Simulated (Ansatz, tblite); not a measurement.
Cost and result up the ladder for B2(F)4 (B2F4) (6 atoms). Total charge 0; singlet. Geometry: r2SCAN-D4/def2-SVP.

| atom | x (Å) | y (Å) | z (Å) |
| --- | --- | --- | --- |
| B1 | -0.1165 | 0.8333 | -0.1759 |
| F2 | 0.8181 | 1.7344 | 0.0769 |
| F3 | -1.2410 | 1.2791 | -0.7108 |
| B4 | 0.1172 | -0.8334 | 0.1749 |
| F5 | -0.2061 | -1.3462 | 1.3505 |
| F6 | 0.6283 | -1.6673 | -0.7155 |

Ansatz on 4 threads of Arm Neoverse V1 on a shared host; xTB runs through tblite on one thread. Times are rough, summed over both states, and most runs start from the orbitals of an earlier one. PBE0-D4/def2-TZVP serves as the yardstick here, not as an exact answer. The other state is a triplet.

The xTB rows come from tblite.

xTB has no spin-polarisation term.

```csv
level,functions,wall time,vertical triplet (eV),difference from PBE0-D4/def2-TZVP (eV)
GFN2-xTB,24,0.005 s,4.95,-1.30
GFN1-xTB,24,0.01 s,5.86,-0.39
PBE-D4/def2-TZVP,186,2.8 s,5.81,-0.44
PBE0-D4/def2-TZVP,186,4.5 s,6.25,0.00
r2SCAN-D4/def2-TZVP,186,6.8 s,5.98,-0.27
```
